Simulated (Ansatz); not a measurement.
One change: `N#[C][SnH2][Cl]` becomes `[CH3][SnH2][C]#N`.

Ansatz, PBE0-D4/def2-TZVP geometries, multiplicity 1. 

Elements past krypton have def2 core potentials.

```
                                                                                  property  `N#[C][SnH2][Cl]`
                                                        HOMO energy (PBE0/def2-TZVPP) / eV              -9.31
                                                       LUMO energy (B3LYP/def2-TZVPP) / eV              -1.91
                                                       HOMO–LUMO gap (PBE/def2-TZVPP) / eV               5.42
                                                         LUMO energy (PBE/def2-TZVPP) / eV              -2.51
ideal-gas entropy at 298 K and 1 bar (rigid rotor, harmonic PBE0-D4/def2-TZVP) / J/(mol·K)                336
                                          size of the dipole moment (B3LYP/def2-TZVPP) / D               3.99
```

Task: What does the change do to each property? (Estimate.)

Result: Computed: 
```csv
property,`[CH3][SnH2][C]#N`,shift
HOMO energy (PBE0/def2-TZVPP) / eV,-9.02,0.29
LUMO energy (B3LYP/def2-TZVPP) / eV,-0.71,1.20
HOMO–LUMO gap (PBE/def2-TZVPP) / eV,6.53,1.11
LUMO energy (PBE/def2-TZVPP) / eV,-1.27,1.24
"ideal-gas entropy at 298 K and 1 bar (rigid rotor, harmonic PBE0-D4/def2-TZVP) / J/(mol·K)",346,10
size of the dipole moment (B3LYP/def2-TZVPP) / D,4.73,0.74
```

With PBE0 the HOMO rises by 0.29 eV and the LUMO rises by 1.20 eV, so the gap widens by about 0.91 eV. PBE moves the HOMO by 0.13 eV and ωB97M-V by 0.35 eV. The zero-point energy changes by 91.4 kJ/mol with +9 modes. Dipoles are sizes alone; their direction can turn.

B3LYP here is the variant with VWN-RPA as its local correlation; programs differ in this.
